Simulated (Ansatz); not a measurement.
Ansatz (a quantum-chemistry and plane-wave program) input:
A basis named .json is the Basis Set Exchange file of that set.

Ansatz 0.2 input:
```yaml
crystal:
  periodic: [false, false, false]
  atoms:
    - {symbol: Al, position_ang: [0.66689785, 1.51742454, 0.19020573]}
    - {symbol: N, position_ang: [-0.15924186, -0.36233061, -0.04541732]}
    - {symbol: C, position_ang: [-0.36549103, -0.96648634, 1.28730784]}
    - {symbol: C, position_ang: [0.76547307, -1.19681518, -0.84055067]}
    - {symbol: C, position_ang: [-1.45330757, -0.23338039, -0.74717583]}
    - {symbol: H, position_ang: [2.01873252, 1.13100823, 0.95053792]}
    - {symbol: H, position_ang: [0.79326277, 1.95688202, -1.34139102]}
    - {symbol: H, position_ang: [-0.48081447, 2.21635687, 1.05572848]}
    - {symbol: H, position_ang: [-0.80309610, -1.96512733, 1.19280507]}
    - {symbol: H, position_ang: [0.59145543, -1.03621611, 1.80056031]}
    - {symbol: H, position_ang: [-1.03101187, -0.33171139, 1.86883998]}
    - {symbol: H, position_ang: [1.72002469, -1.26605723, -0.32279242]}
    - {symbol: H, position_ang: [0.92456672, -0.72997880, -1.81049389]}
    - {symbol: H, position_ang: [0.35249917, -2.20047248, -0.98139589]}
    - {symbol: H, position_ang: [-1.28951562, 0.23141591, -1.71731679]}
    - {symbol: H, position_ang: [-2.11652494, 0.39984221, -0.16133564]}
    - {symbol: H, position_ang: [-1.91460410, -1.21605512, -0.88598745]}
basis:
  gaussian:
    orbitals: aug-cc-pV_Q+d_Z.json
hamiltonian:
  xc: hf
```

Question: Which total energy does the run end on?

Answer: -417.03876 Eh (HF/aug-cc-pV(Q+d)Z). The basis has 961 functions.
